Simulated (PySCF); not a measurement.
Start geometry of Sn(tBu)Me3, `C[C](C)(C)[Sn]([CH3])([CH3])[CH3]` from GFN2-xTB (Å):
```
atom  x, y, z in Å
Sn1    0.0641   -0.0775   -0.9800
C2    -0.0210   -0.0177    1.2676
C3    -1.4892    0.1772    1.7386
C4     0.9691    1.1411    1.7604
C5     0.5344   -1.3508    1.7393
H6    -1.4585    0.1986    2.8476
H7    -1.8107    1.1245    1.4209
H8    -2.0256   -0.6049    1.4019
H9     0.4915    2.1109    1.4793
H10    1.8881    1.0083    1.4625
H11    0.8454    1.1410    2.8877
H12    1.5797   -1.4853    1.4460
H13   -0.1568   -2.1294    1.3994
H14    0.4993   -1.3339    2.8822
C15    2.0521   -0.0206   -1.7808
H16    2.0371   -0.0329   -2.8387
H17    2.6441   -0.7851   -1.3914
H18    2.5422    0.9532   -1.5063
C19   -1.0368    1.7618   -1.7732
H20   -0.6946    2.7102   -1.3307
H21   -2.1401    1.7474   -1.5904
H22   -0.8799    1.7729   -2.8822
C23   -0.9983   -1.7513   -1.8612
H24   -2.0493   -1.8435   -1.4400
H25   -0.4396   -2.7248   -1.5106
H26   -1.0882   -1.6833   -2.8781
```

What comes out of this run: PBE0-D3(BJ)/def2-SVP geometry optimisation, gas phase, def2 core potentials past Kr in PySCF?

```
atom  x, y, z in Å
Sn1   -0.0109    0.0104   -1.0007
C2    -0.0059   -0.0065    1.1918
C3    -1.4419    0.1389    1.6873
C4     0.8436    1.1581    1.6915
C5     0.5838   -1.3307    1.6682
H6    -1.4736    0.1329    2.7938
H7    -1.9002    1.0844    1.3544
H8    -2.0850   -0.6867    1.3407
H9     0.4486    2.1318    1.3577
H10    1.8886    1.0843    1.3496
H11    0.8627    1.1783    2.7982
H12    1.6205   -1.4713    1.3204
H13   -0.0065   -2.1950    1.3226
H14    0.6045   -1.3720    2.7742
C15    2.0283   -0.0073   -1.7078
H16    2.0560   -0.0896   -2.8042
H17    2.5711   -0.8635   -1.2808
H18    2.5463    0.9173   -1.4144
C19   -1.0127    1.7897   -1.7016
H20   -0.5719    2.6832   -1.2354
H21   -2.0825    1.7546   -1.4494
H22   -0.9132    1.8815   -2.7929
C23   -1.0367   -1.7453   -1.7256
H24   -2.0551   -1.7959   -1.3134
H25   -0.4929   -2.6545   -1.4311
H26   -1.1066   -1.7210   -2.8231
```

The energy falls by 1.442 eV over 8 energy and gradient evaluations, the largest force component goes from 0.1668 to 3.6e-04 Eh/bohr, and the atoms move by 0.121 Å rms after alignment. Among the bonds, Sn1–C19 and C4–H10 change most and about equally (-0.127 to +0.127 Å). Bonds longer at the end by more than 0.005 Å: 10 of 25; shorter: 13. Among the angles that change most is H9–C4–H10, from 116.4° to 107.8°. Among the dihedrals that turn most is Sn1–C2–C4–H9, from 71° to 61°. Rotational constants go from 1573, 925.9, 917.5 to 1590, 970.2, 968.7 MHz. The orientation of the end geometry is arbitrary; only internal coordinates are fixed.

The run used 214 basis functions and 55 SCF cycles in all.

Stationary, but not proved a minimum.
